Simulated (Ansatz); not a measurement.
A structure relaxed at PBE0-D4/def2-SVP in Ansatz, charge 0, singlet:

Cartesian coordinates in Å:
```
Sn -1.0745 0.4139 2.0431
Sn 1.0532 -1.0544 0.7799
Sn -1.0818 1.0296 -0.7670
Sn 1.0560 -0.4168 -2.0170
Cl 0.6065 -2.0809 -3.6691
Cl -0.5517 2.1212 3.6294
Cl 2.5695 -2.5090 1.8707
Cl -2.5772 2.4963 -1.8700
```

Task: Give its formula.

Result: the cluster Sn4Cl4.

Task: Summarise the bond lengths by kind (pairs closer than 1.2 times the sum of covalent radii, bridged metal pairs left out).

Result: 4 × Sn–Sn 2.87 to 2.88 Å; 4 × Cl–Sn 2.37 to 2.39 Å.

In the def2 sets Sn takes a core potential; there is no spin–orbit coupling. The restricted singlet is unstable towards broken spin symmetry in Hartree–Fock (as tested in another run); at PBE0-D4/def2-SVP this wasn't settled. Another isomer (singlet) lies 1.15 eV lower at PBE0-D4/def2-TZVP; other spin states weren't run for this one.
